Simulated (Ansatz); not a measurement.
Species: CH2OSi, SMILES `O=C=[SiH2]` (charge 0, multiplicity 1).

**Question.** Give a relaxed geometry from B3LYP-D3(BJ)/def2-TZVP (Ansatz, an electronic-structure program).

**Answer.** the end point of this relaxation (outside a Z-matrix the atoms follow the SMILES, hydrogens last).
Bonds (Å): O1–C2 1.136, C2–Si3 1.878, Si3–H4 1.508, Si3–H5 1.508. Bond angles (°): O1–C2–Si3 168.8, C2–Si3–H4 88.2, C2–Si3–H5 88.2, H4–Si3–H5 99.1.
